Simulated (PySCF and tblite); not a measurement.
Results of a calculation; reference values are marked as such.
C₅H₅NO₂, numbered as in [CH3:1][O:2][C:3](=[O:4])/[CH:5]=[CH:6]\[C:7]#[N:8].

Level: PBE0-D3(BJ)/def2-SVP (IEF-PCM, tetrahydrofuran)//GFN2-xTB, thermal terms from GFN2-xTB, symmetry numbers and mirror pairs counted. Conformers within 2.5 kcal/mol (GFN2-xTB free energy) were kept, 5 at most. Couplings: B3LYP/6-31G* with pcJ-1 on H (gas phase; spin-dipole term only for pairs with B, N, F, Si or P). Couplings are for ¹H. H–H couplings come out 0.1 to 0.9 Hz lower than with pcJ-1 on all atoms. Programs: PySCF with density fitting and tblite.

Torsions listed: C1–O2–C3–O4, O2–C3–C5–C6.

| conformer | shape | weight % |
| --- | --- | --- |
| 1 | 0°, 180° | 72.7 |
| 2 | 0°, 0° | 27.3 |

Q: Give the couplings in each conformer and the averages at 298.15 K (pairs that fast motion interchanges averaged).

A: 
```
 coupling  pairs      1      2  average (Hz)
²J(H1,H1)      3  -12.0  -11.8         -11.9
³J(H5,H6)      1   12.5   13.1          12.7
```

The minima are those of GFN2-xTB; planar forms about aryl–S or allylic bonds may be saddles in DFT.


Conformer gaps in def2-SVP on xTB geometries can be 2 kcal/mol too large for S=O, P=O and other polar bonds.